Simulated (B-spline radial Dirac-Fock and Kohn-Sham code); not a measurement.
Calculated with a radial atomic solver, using Dirac-Fock energy differences between relaxed states, corrected for Breit and QED terms. Free atoms and ions in their tabulated ground configurations, energies from the vacuum level.

Q: Order these levels by binding energy, lowest first.
A. Sb⁵⁺ 4p1/2
B. Si²⁺ 2p3/2
C. Gd 4p3/2
D. Hg⁵⁺ 5p3/2
E. La³⁺ 4d5/2
F. Hf⁴⁺ 4d5/2

A: B (131.9 eV), E (137.0 eV), D (141.1 eV), A (183.3 eV), F (266.0 eV), C (291.6 eV).
